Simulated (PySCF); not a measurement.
Compound: C4H10OSi.
Geometry (PBE0-D3(BJ)/def2-SVP, Å), atoms numbered from 1 in this order:
```
atom  x, y, z in Å
O1     2.4224    0.8321    0.2082
Si2    0.9805    0.2905    0.8611
C3     0.4105   -1.4210    0.2799
C4    -0.7684   -1.1178   -0.6579
C5    -1.5512    0.0719   -0.0891
C6    -0.5624    1.2013    0.2405
H7     2.4706    0.8806   -0.7504
H8     1.2084    0.3841    2.3303
H9     1.2024   -2.0197   -0.1963
H10    0.0650   -1.9957    1.1574
H11   -1.4218   -1.9929   -0.8084
H12   -0.3841   -0.8458   -1.6578
H13   -2.3437    0.3999   -0.7817
H14   -2.0632   -0.2496    0.8355
H15   -0.9696    1.9386    0.9488
H16   -0.2965    1.7604   -0.6749
```

NICS is the negative of the GIAO shielding at a point without a nucleus: at the ring centre (0) and 1 Å above and below it (1); zz is the component along the ring normal. Level: GIAO CAM-B3LYP/pcSseg-2 (PySCF, non-relativistic, gas phase) on the PBE0-D3(BJ)/def2-SVP geometry, one conformer.

Ring bond lengths (Å): Si2–C3 1.895, C3–C4 1.537, C4–C5 1.533, C5–C6 1.537, C6–Si2 1.896.

What do the NICS probes read (ppm)?

```
           ring                                              type  NICS(0)  NICS(1), two faces  NICS(1)zz, two faces  rms pucker (Å)  centre to ring atoms, mean (Å)
Si2–C3–C4–C5–C6  5-membered ring with Si; formal bonds all single     -3.9         -3.8 / -2.9           -3.3 / -1.0            0.19                            1.40
```

What do they say, and how far can they be read as aromaticity?

- Si2–C3–C4–C5–C6: mean NICS(1)zz -2.1 ppm, near zero. Si2, C3, C4, C5, C6 have four or more neighbours, and the NICS criterion for π rings isn't applied.

How do the values depend on the level or the medium?

| level | NICS(0), Si2–C3–C4–C5–C6 | mean NICS(1)zz, Si2–C3–C4–C5–C6 |
| --- | --- | --- |
| CAM-B3LYP/pcSseg-2, gas | -3.9 | -2.1 |
| PBE0/pcSseg-1, gas | -4.3 | -2.6 |
| PBE0/pcSseg-1, IEF-PCM acetone | -4.3 | -2.6 |
| PBE0/pcSseg-1, IEF-PCM chloroform | -4.3 | -2.6 |

The geometry is the same throughout; the continuum's cavity takes Bondi-type radii × 1.2.
